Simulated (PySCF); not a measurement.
GeH6Si. Atoms are numbered in the order given.

```xyz
8

Si     0.0000     0.0000     1.6020
Ge     0.0000     0.0000    -0.7756
H      1.2090     0.6980     2.1132
H     -1.2090     0.6980     2.1132
H      0.0000    -1.3961     2.1132
H      1.2467    -0.7198    -1.3163
H     -1.2467    -0.7198    -1.3163
H      0.0000     1.4396    -1.3163
```
Charge 0, spin multiplicity 1.

The structure is a stationary point at PBE0-D3(BJ)/def2-TZVP.

Calculation: PBE0/def2-TZVPD run with PySCF.

Gas-phase values at a fixed geometry.

```json
{
 "total_energy": "-2369.70605 hartree",
 "point_group": "C3v",
 "highest_occupied_level": "-8.29 eV",
 "lowest_empty_level": "0.01 eV",
 "orbital_gap": "8.30 eV",
 "dipole_moment": "0.09 D",
 "quadrupole, principal values (traceless, Buckingham form, about the centre of nuclear charge)": "-0.80, 0.40, 0.40 D·Å",
 "mean_static_polarisability": "66.1 bohr³ (9.79 Å³)",
 "polarisability_principal_values": "59.3, 59.3, 79.7 bohr³"
}
```
